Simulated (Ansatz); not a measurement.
Gas-phase electronic energies from Ansatz, PBE0-D4/def2-TZVP geometries. CCSD(T)/CBS is the MP2 limit (def2-TZVPP, def2-QZVPP) plus CCSD(T) − MP2 in def2-TZVPP, frozen cores. Functionals use def2-TZVPP. Each species was taken in one conformer, which may not be the lowest.

Reaction (formal exchange of groups at the Al–C bond): `C=[C](C)[AlH2]` + `C#C[SiH](F)CF` → `FC[SiH](F)[AlH2]` + `C#CC(=C)C`

Question: Is it downhill or uphill in electronic energy at CCSD(T)/CBS, and by how much? (Estimate.)

Answer: Computed: Uphill: ΔE = +60.5 kJ/mol.

Question: What do these levels give: PBE0-D4, CCSD/def2-SVP, MP2/def2-TZVPP, SCS-MP2/def2-TZVPP, CCSD/def2-TZVPP, CCSD(T)/def2-TZVPP? (An estimate is asked.)

Answer: Computed: PBE0-D4 41.1, CCSD/def2-SVP 55.4, MP2/def2-TZVPP 67.7, SCS-MP2/def2-TZVPP 67.6, CCSD/def2-TZVPP 61.7, CCSD(T)/def2-TZVPP 61.1 kJ/mol.

Largest T1 diagnostic among the species: 0.012.

From PBE to PBE0 (25 % exact exchange), in def2-TZVPP and without D4, ΔE moves by +6.4 kJ/mol. At CCSD(T), def2-SVP lies −6.1 kJ/mol from the extrapolated value and def2-TZVPP +0.6 kJ/mol. Leaving LDA and LC-ωPBE aside and taking each functional with its dispersion term where it has one, the values, not all of them listed here, spread over 30.5 kJ/mol, from PBE-D4 to ωB97M-V. LDA lies −5.1 kJ/mol from PBE without D4.
